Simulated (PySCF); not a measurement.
Bi(Me)(OH)2 (CH₅BiO₂), SMILES [CH3][Bi]([OH])[OH].

Coordinates come from a B3LYP-D3(BJ)/def2-SVP optimisation. The structure was generated by enumeration; whether it is a known compound was not checked. The def2 effective core potentials stand for the cores of Bi; spin–orbit coupling is left out. One conformer was computed; it need not be the lowest.

Method: HF/def2-TZVP in PySCF.

Symmetry labels are those of the subgroup Cs that the program uses (full group Cs).

Computed valence orbital energies around the gap with their symmetry:
```tsv
orbital	symmetry	energy (eV)
HOMO−7	A'	-16.24
HOMO−6	A"	-15.56
HOMO−5	A'	-15.52
HOMO−4	A'	-13.40
HOMO−3	A"	-13.21
HOMO−2	A"	-12.42
HOMO−1	A'	-11.88
HOMO	A'	-10.15
LUMO	A'	2.00
LUMO+1	A"	2.10
LUMO+2	A'	2.77
LUMO+3	A'	3.34
```
